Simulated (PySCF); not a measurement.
Atomic charges by several schemes

C₈H₁₉P.
Atom-mapped SMILES: `[CH2:1]=[P@@:2]([CH3:3])([CH2:4][CH3:5])[CH2:6][CH:7]([CH3:8])[CH3:9]` (hydrogens: H10, H11 on C1; H12, H13, H14 on C3; H15, H16 on C4; H17, H18, H19 on C5; H20, H21 on C6; H22 on C7; H23, H24, H25 on C8; H26, H27, H28 on C9)

Geometry (PBE0-D3(BJ)/def2-SVP, Å), atoms numbered from 1 in this order:
```xyz
28
C8H19P angstrom
C     -0.764   -1.519    1.581
P     -0.924   -0.536    0.230
C     -1.343   -1.554   -1.221
C     -2.291    0.656    0.488
C     -2.578    1.647   -0.629
C      0.432    0.556   -0.441
C      1.782   -0.152   -0.607
C      2.499   -0.297    0.731
C      2.655    0.573   -1.626
H     -0.712   -1.039    2.562
H     -0.233   -2.466    1.458
H     -0.576   -2.333   -1.339
H     -2.308   -2.046   -1.037
H     -1.387   -0.957   -2.143
H     -3.166    0.025    0.714
H     -2.045    1.177    1.429
H     -3.460    2.259   -0.386
H     -1.738    2.338   -0.795
H     -2.787    1.140   -1.584
H      0.538    1.413    0.249
H      0.089    0.967   -1.406
H      1.592   -1.170   -0.998
H      1.855   -0.806    1.464
H      2.761    0.696    1.136
H      3.432   -0.872    0.622
H      2.171    0.622   -2.615
H      2.857    1.607   -1.301
H      3.626    0.068   -1.749
```

Density: PBE0/pcSseg-1 (PySCF); schemes: Mulliken, IAO, Hirshfeld and ESP-fitted. Geometry: PBE0-D3(BJ)/def2-SVP, one conformer, isolated molecule.

Task: What partial charge does each atom carry?

Result: In e; atoms taken as equivalent share a row and are averaged (×n: the atom named and its like, n in all):

```tsv
atom	environment	Mulliken	IAO	Hirshfeld	ESP-fitted
C1	carbon bonded to P and 2 H	-0.577	-0.967	-0.338	-1.307
P2	phosphorus bonded to 4 C	+0.428	+1.218	+0.374	+0.805
C3	sp3 carbon bound to phosphorus	-0.424	-0.638	-0.152	-0.723
C4	sp3 carbon bound to phosphorus	-0.429	-0.471	-0.101	-0.033
C5	methyl carbon	-0.286	-0.409	-0.112	-0.240
C6	sp3 carbon bound to phosphorus	-0.383	-0.508	-0.119	-0.365
C7	sp3 CH carbon	-0.370	-0.081	-0.018	+0.454
C8	methyl carbon	-0.219	-0.412	-0.123	-0.553
C9	methyl carbon	-0.211	-0.405	-0.116	-0.619
H10/H11	hydrogen on C1	+0.114	+0.140	+0.012	+0.332
H12/H13/H14	methyl hydrogen	+0.154	+0.161	+0.052	+0.204
H15	methylene hydrogen	+0.163	+0.161	+0.046	+0.048
H16	methylene hydrogen	+0.160	+0.152	+0.050	+0.055
H17/H18/H19	methyl hydrogen	+0.126	+0.140	+0.042	+0.065
H20	methylene hydrogen	+0.141	+0.134	+0.037	+0.102
H21	methylene hydrogen	+0.140	+0.129	+0.033	+0.088
H22	methine hydrogen	+0.121	+0.115	+0.029	-0.006
H23/H24/H25	methyl hydrogen	+0.115	+0.135	+0.032	+0.130
H26/H27/H28	methyl hydrogen	+0.111	+0.131	+0.037	+0.146
```

Mean size of the charges over all atoms: IAO 0.278 e, ESP-fitted 0.275 e, Mulliken 0.207 e, Hirshfeld 0.077 e. Each set sums to the total charge, 0, to within 0.001 e. The Mulliken scheme gives each basis function's population to the atom it is centred on and halves the overlap population of two atoms between them.

Some averages cover members that differ in this geometry: H23/H24/H25, Mulliken +0.098 to +0.136; H12/H13/H14, ESP-fitted +0.181 to +0.216; H10/H11, ESP-fitted +0.318 to +0.345; H23/H24/H25, IAO +0.124 to +0.150 e.

Lowest charge. All schemes agree: Mulliken C1 (-0.577); IAO C1 (-0.967); Hirshfeld C1 (-0.338); ESP-fitted C1 (-1.307).

Highest charge. All schemes agree: Mulliken P2 (+0.428); IAO P2 (+1.218); Hirshfeld P2 (+0.374); ESP-fitted P2 (+0.805).

Task: How closely do the schemes follow one another over all atoms?

Result: Correlation coefficient and root-mean-square difference: IAO with Hirshfeld 0.99, 0.274 e; Mulliken with IAO 0.92, 0.191 e; Hirshfeld with ESP-fitted 0.89, 0.301 e; IAO with ESP-fitted 0.88, 0.191 e; Mulliken with Hirshfeld 0.88, 0.153 e; Mulliken with ESP-fitted 0.75, 0.270 e.

Task: Sum the charges by element, for elements with more than one atom.

Result: 
```tsv
element	atoms	Mulliken	IAO	Hirshfeld	ESP-fitted
C	8	-2.898	-3.889	-1.080	-3.388
H	19	+2.470	+2.671	+0.706	+2.583
```

Task: How many electrons does the IAO scheme count on C8?

Result: Z − q = 6 − (-0.412) = 6.412.
